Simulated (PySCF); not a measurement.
Radial density of F⁺ (fluorine, charge +1)

UHF, [He] 2s2 2p4, high-spin 3P determinant. Computed with PySCF 2.14 in x2c-SVPall, with scalar relativity by spin-free X2C-1e.

```
r (bohr)  4πr²ρ (e/bohr)  4πr²(ρα − ρβ)
 0.00298         0.04677         0.0001
 0.00502          0.1304         0.0003
 0.00844          0.3544         0.0009
  0.0142          0.9091         0.0024
  0.0239           2.122         0.0054
  0.0402           4.479         0.0116
  0.0675           7.733         0.0250
   0.114           9.776         0.0768
   0.191           7.513         0.3137
   0.321           4.129         0.9588
   0.541           5.226         1.9107
   0.909           5.296         1.6946
    1.53           1.715         0.4893
    2.57          0.1748         0.0519
    4.33       0.0002690         0.0001
```

Densities and radii are taken from the X2C orbitals without a picture-change correction, which distorts them close to the nucleus.
